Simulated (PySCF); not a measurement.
**Ionisation energy of Rb by level of theory**

Rb [Kr] 5s1 (2S) → Rb⁺ [Kr] (1S), as a difference of total energies. All numbers are calculated (PySCF 2.14, scalar relativity by spin-free X2C-1e, in aug-cc-pVQZ-X2C (9s8p6d3f2g, 102 functions)). The calculations carry no spin-orbit coupling.

**Question.** Order these methods by the ionisation energy they give, lowest first.
A. TPSS
B. LDA
C. wB97M-V
D. UHF

**Answer.** D (3.804 eV), C (4.046 eV), A (4.080 eV), B (4.403 eV).

For comparison: 4.177 eV (measured; NIST Atomic Spectra Database, ionization energies).
